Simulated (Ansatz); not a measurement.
Start from `N=CSCO` and change one atom or group to get `OC[S][GeH3]`.

Ansatz, PBE0-D4/def2-TZVP geometries, multiplicity 1. Each molecule was computed in one conformer, which needn't be the lowest.

Scalar relativity is left out up to krypton.

```
                                          property  `N=CSCO`
               HOMO energy (B3LYP/def2-TZVPP) / eV     -7.14
               HOMO–LUMO gap (PBE/def2-TZVPP) / eV      4.69
               LUMO energy (B3LYP/def2-TZVPP) / eV     -0.69
size of the dipole moment (ωB97M-V/def2-TZVPP) / D      2.63
    size of the dipole moment (PBE/def2-TZVPP) / D      2.53
                 LUMO energy (PBE/def2-TZVPP) / eV     -1.47
```

(1) Give the same properties after the change, and the shifts. (Estimate.)

Answers

(1) Computed: 
| property | `OC[S][GeH3]` | shift |
| --- | --- | --- |
| HOMO energy (B3LYP/def2-TZVPP) / eV | -6.90 | 0.24 |
| HOMO–LUMO gap (PBE/def2-TZVPP) / eV | 4.91 | 0.22 |
| LUMO energy (B3LYP/def2-TZVPP) / eV | -0.36 | 0.33 |
| size of the dipole moment (ωB97M-V/def2-TZVPP) / D | 1.98 | -0.65 |
| size of the dipole moment (PBE/def2-TZVPP) / D | 1.83 | -0.70 |
| LUMO energy (PBE/def2-TZVPP) / eV | -0.99 | 0.48 |

With PBE0 the HOMO rises by 0.23 eV and the LUMO rises by 0.33 eV, so the gap widens by about 0.10 eV. PBE moves the HOMO by 0.27 eV and ωB97M-V by 0.18 eV. Dipoles are sizes alone; their direction can turn.

B3LYP here is the variant with VWN-RPA as its local correlation; programs differ in this.
